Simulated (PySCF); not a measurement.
Al(Me)(Et)(OH) (C₃H₉AlO), SMILES C[CH2][Al]([CH3])[OH]. Heavy atoms are numbered as in [Al:1]([CH3:2])([CH2:6][CH3:7])[OH:13]. Hydrogens are named by the atom that carries them.

The structure is a stationary point at r2SCAN-D4/def2-SVP. The structure was generated by enumeration; whether it is a known compound was not checked. Other conformers were not sampled.

These are PBE/pcSseg-1 in PySCF values and carry that method's errors.

GIAO shieldings, no solvent; atoms alike by connectivity are averaged. δ = σ(ref) − σ: ¹³C against TMS (σ = 182.0 ppm); ¹H against TMS (σ = 31.49 ppm); ¹⁷O against H2O (σ = 334.3 ppm), references at their B3LYP-D3(BJ)/def2-TZVP geometries, non-relativistic.

Estimate the chemical shifts. (The exact figures need the calculation; the answer reports its results.)


```csv
nucleus,atoms,count,δ (ppm)
¹³C,C7 (CH3),1,12.9
¹³C,C6 (CH2),1,7.4
¹³C,C2 (CH3),1,-12.0
¹H,H on O13,1,3.47
¹H,H on C7,3,1.33
¹H,H on C6,2,0.51
¹H,H on C2,3,-0.17
¹⁷O,O13 (OH),1,86.5
```
